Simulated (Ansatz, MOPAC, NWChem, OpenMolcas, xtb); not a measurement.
## How methods differ on CH3BFN (SMILES BN=CF)

CH3BFN, singlet, SMILES `BN=CF`. Each level relaxes the structure for itself.

Each level gives the zero-point energy at each level's own minimum (kJ/mol). The values are calculated.

| level | kind | program | value (kJ/mol) |
| --- | --- | --- | --- |
| GFN2-xTB | semi-empirical | xtb | 111.9 |
| MNDO | semi-empirical | MOPAC | 127.5 |
| PM3 | semi-empirical | MOPAC | 113.8 |
| PM6-D3 | semi-empirical | MOPAC | 113.6 |
| HF/3-21G | Hartree–Fock | OpenMolcas | 126.4 |
| HF/6-31G* (Cartesian functions) | Hartree–Fock | OpenMolcas | 126.0 |
| BP86/def2-SVP | GGA | NWChem | 113.1 |
| B3LYP-D3(BJ)/6-311G** | global hybrid | NWChem | 116.2 |
| PBE0-D4/def2-TZVP | global hybrid | Ansatz | 117.2 |

Harmonic and unscaled. The values span 111.9 to 127.5 kJ/mol.
